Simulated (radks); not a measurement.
Values are calculated unless marked as measured or tabulated.
Problem. The zirconium ion Zr2+, 38 electrons, occupied as [Kr] 4d2. Code: a radial shooting solver on a logarithmic mesh with Libxc functionals. Model: Dirac Kohn-Sham, PBE, spin-unpolarised, spherical densities, finite nucleus; open shells fill j = l - 1/2 first; Fermi nuclear charge, rms radius 4.2694 fm. Some entries of the table are withheld. Estimate them.

orbital  occ.  eigenvalue (hartree)  <r^2> (bohr^2)
1s1/2       2             -655.2920        0.001853
2s1/2       2             -91.23854         0.03111
2p1/2       2                   (1)         0.02360
2p3/2       4                   (2)         0.02498
3s1/2       2             -15.39867          0.2409
3p1/2       2             -12.54166          0.2414
3p3/2       4             -12.03933          0.2524
3d3/2       4              -7.00302             (3)
3d5/2       6              -6.91125             (4)
4s1/2       2              -2.53198           1.667
4p1/2       2                   (5)           2.069
4p3/2       4                   (6)           2.162
4d3/2       2              -0.63773           4.778
4d5/2       0              -0.63204           4.851
5s1/2       0                   (7)           11.44
5p1/2       0              -0.43372           16.03
5p3/2       0              -0.42557           16.55

Solution. 
(1) 2p1/2 eigenvalue (hartree): -83.56464
(2) 2p3/2 eigenvalue (hartree): -80.40934
(3) 3d3/2 <r^2> (bohr^2): 0.2455
(4) 3d5/2 <r^2> (bohr^2): 0.2493
(5) 4p1/2 eigenvalue (hartree): -1.76626
(6) 4p3/2 eigenvalue (hartree): -1.70089
(7) 5s1/2 eigenvalue (hartree): -0.58861
